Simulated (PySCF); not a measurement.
A mixed set of molecules.

All values: CAM-B3LYP/def2-SVPD (PySCF) at PBE0-D3(BJ)/def2-SVP geometries, gas phase, one conformer each. Core orbitals are frozen in the response; Δα² is half the sum of the squared differences of the principal polarisabilities. The calculation is non-relativistic, for germanium and selenium too.

(1) Rank by HOMO–LUMO gap, lowest first.
A. `C[N+]1(C)[AlH2-][CH2]C[C@@H]1O[SiH3]`
B. `CC(=O)[SiH2][SeH]`
C. `COC[SiH2]B(F)F`
D. `F[P](F)[GeH3]`

(2) Rank by mean static polarisability, highest first.
A. `F[P](F)[GeH3]`
B. `COC[SiH2]B(F)F`
C. `[N+]1([C@H](C[CH2][AlH2-]1)O[SiH3])(C)C`
D. `CC(=O)[SiH2][SeH]`

(3) Rank by vertical ionisation energy (ΔSCF), highest first.
A. `C[N+]1(C)[AlH2-][CH2]C[C@@H]1O[SiH3]`
B. `F[P](F)[GeH3]`
C. `COC[SiH2]B(F)F`
D. `CC(=O)[SiH2][SeH]`

Answers

(1) B (7.94 eV), D (8.81 eV), A (9.01 eV), C (9.60 eV).

(2) C (18.39 Å³), D (12.47 Å³), B (10.69 Å³), A (9.01 Å³).

(3) C (10.23 eV), B (9.66 eV), D (9.22 eV), A (8.82 eV).

All values together:

| SMILES | formula | μ (D) | HOMO (eV) | LUMO (eV) | α (Å³) | Δα (Å³) | electrons | α per electron (Å³) | ΔSCF removal energy (eV) |
| --- | --- | --- | --- | --- | --- | --- | --- | --- | --- |
| COC[SiH2]B(F)F | C2H7BF2OSi | 2.46 | -9.35 | 0.25 | 10.69 | 1.98 | 64 | 0.167 | 10.23 |
| C[N+]1(C)[AlH2-][CH2]C[C@@H]1O[SiH3] | C5H16AlNOSi | 4.62 | -8.18 | 0.83 | 18.39 | 2.23 | 88 | 0.209 | 8.82 |
| CC(=O)[SiH2][SeH] | C2H6OSeSi | 3.05 | -8.26 | -0.32 | 12.47 | 4.68 | 74 | 0.168 | 9.22 |
| F[P](F)[GeH3] | F2GeH3P | 1.87 | -8.68 | 0.13 | 9.01 | 3.39 | 68 | 0.132 | 9.66 |

Conformers: `[CH3:1][O:2][CH2:3][SiH2:4][B:5]([F:6])[F:7]` with C1–O2–C3–Si4 179°, O2–C3–Si4–B5 -46°, C3–Si4–B5–F6 122°; `[CH3:1][N+:2]1([CH3:3])[AlH2-:4][CH2:5][CH2:6][C@@H:7]1[O:8][SiH3:9]` with C6–C7–O8–Si9 53°, C1–N2–Al4–C5 -144°, N2–Al4–C5–C6 -4°, Al4–C5–C6–C7 30°, C5–C6–C7–O8 64°; `[CH3:1][C:2](=[O:3])[SiH2:4][SeH:5]` with C1–C2–Si4–Se5 -179°, C2–Si4–Se5–H -1°.
